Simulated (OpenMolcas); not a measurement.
V2+ (d3) on a cation site of an ionic host was computed by SS-CASPT2, IPEA 0.25 Eh, sigma2 regulariser 0.3 Eh with the d shell active (OpenMolcas, ANO-RCC-VTZP on the metal). Its lowest spin-free states, and all those of the highest spin:

```
2S+1  Degeneracy  E (cm-1)
   4           1         0
   4           3      4650
   4           3      7160
   2           2     11970
   2           3     12560
   2           1     14170
   2           3     15040
   4           3     15980
   2           3     17170
   2           3     17960
   2           2     19030
   2           3     20660
```

Question: Is the site octahedral, tetrahedral or cube-like, axial, or of lower symmetry?

Answer: The states with 2S+1 = 4 have orbital degeneracies 1, 3, 3, 3. Threefold states need a cubic site. For d3 at this spin an octahedron puts the single A2 below the threefold T2 and a tetrahedron or cube puts the threefold T1 below the threefold T2, so the site is octahedral. The first gap at this spin, 4650 cm-1, is |10Dq| in ligand-field theory. The run had V2+ with its 6 nearest chloride ions at 2.82 Å, on the Na site of NaCl (a = 5.64056 Å, distance in the model lattice 2.820 Å). The rest of the host is ab initio model potentials to 7.6 Å, with orthogonalisation functions on the cations behind the ligands, and point charges beyond; the distance is set by hand and nothing relaxes, and no local charge compensation is placed. Ligand basis ANO-RCC-VDZP.

Roots that are degenerate in the reference are averaged as groups; the widest CASPT2 spread within a group is 110 cm-1 (the 2-fold group of multiplicity 2 near 19000 cm-1 above the lowest state of its run). Shifts and gaps below about the spread of the groups concerned are not significant. Over all roots computed the reference weight is 0.68 to 0.69; a low but even weight reflects the number of correlated electrons. Ligand-to-metal charge-transfer states are missing. These CASPT2 states fit no ligand-field parameters well, so their order and spin gaps are uncertain. With no ligand orbital active B as a rule stays too high, so bands that hang on it stand too high and its fall with covalency is understated. With one d shell and no ligand orbital active, 10Dq can be off by tens of per cent for divalent 3d ions, low with halides held by bare charges and at times high in hosts. Free-ion shares, where given, are those of the reference states; single-state CASPT2 does not remix them. The distance lies 7 % over the 2.645 Å that this model takes as the normal distance (a Shannon-type radius plus a fixed donor radius, weighted with the host); by an R⁻⁵ law this alone changes a d-shell field by about -27 %. No measured value stands beside these numbers; the geometry was set by hand and not optimised.
